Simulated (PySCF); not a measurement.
A GIAO shielding run with PySCF 2.14.0 with density-fitted response routines (density fitting, non-relativistic, gas phase) on `C=CC[C@@H](C)N[SiH2]S`, C5H13NSSi:

```
$ OMP_NUM_THREADS=1 python probes_run.py task.json out

{"job": {"kind": "nmr", "xc": "PBE0", "basis": "pcSseg-1"}, "charge": 0, "multiplicity": 1}
C     -3.459251     0.199429     0.228408
C     -2.287350     0.785570     0.385220
C     -1.080882     0.509867    -0.452774
C      0.110164     0.030422     0.391811
C     -0.180114    -1.331940     1.017586
N      1.302730     0.000762    -0.427584
Si     2.873780     0.202523     0.213670
S      4.210547     0.109077    -1.466161
H     -3.625006    -0.540519    -0.537648
H     -4.305739     0.435801     0.850402
H     -2.145790     1.525355     1.162898
H     -0.782824     1.429960    -0.963590
H     -1.314104    -0.243015    -1.209059
H      0.297314     0.754825     1.191202
H      0.657958    -1.645219     1.635263
H     -1.074365    -1.280843     1.632903
H     -0.335715    -2.077445     0.240213
H      1.182834    -0.596894    -1.234759
H      2.932489     1.535140     0.804373
H      3.414117    -0.813872     1.113331
H      3.600286     1.027960    -2.197223
```

Hardware: 1 thread of an Arm Neoverse N1, shared host. The job also computes population analyses, field gradients.

(1) How large is the calculation?

(2) How long does it take, and how much memory does it need?

Answers

(1) 80 electrons, 215 basis functions and 1155 auxiliary functions.

(2) 77 s of wall time, with 12 SCF cycles and 4 response iterations; peak memory 0.96 GiB. Times on a shared host scatter by some tens of per cent.
